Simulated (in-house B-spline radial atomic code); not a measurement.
The arsenic ion As⁵⁺: [Ar] (3d3/2)4 (3d5/2)5 (6g7/2)1 (an excited or competing configuration)

Method: Dirac-Hartree-Fock, average of the jj configuration, Fermi nucleus of rms radius 4.0968 fm. Calculated with an all-electron radial atomic-structure program (B-spline basis).

Z_r = [3n² - l(l+1)]/(2<r>); Z_e = n√(-2ε); the last column is Slater's effective charge. Values are occupation-weighted means over j.

```
shell  electrons   ε (eV)  <r> (bohr)    Z_r    Z_e  Slater
   1s          2   -12049     0.04548  32.98  29.76   32.70
   2s          2  -1669.7      0.2017  29.74  22.16   28.85
   2p          6  -1471.5       0.177  28.25  20.80   28.85
   3s          2  -317.25      0.5901  22.88  14.49   21.75
   3p          6  -253.15      0.6054  20.65  12.94   21.75
   3d          9  -148.89      0.6311  16.64   9.92   12.20
   6g          1  -13.612       7.326   6.01   6.00       -
```

The least bound orbital is 6g7/2 at -13.61 eV, and it is also the most diffuse (<r> = 7.326 bohr).

For the 1s electron the small component carries 1.43 % of the norm, the zero-frequency Breit interaction raises the level by 17.86 eV, self-energy by 9.312 eV, and vacuum polarisation lowers it by 0.9154 eV.
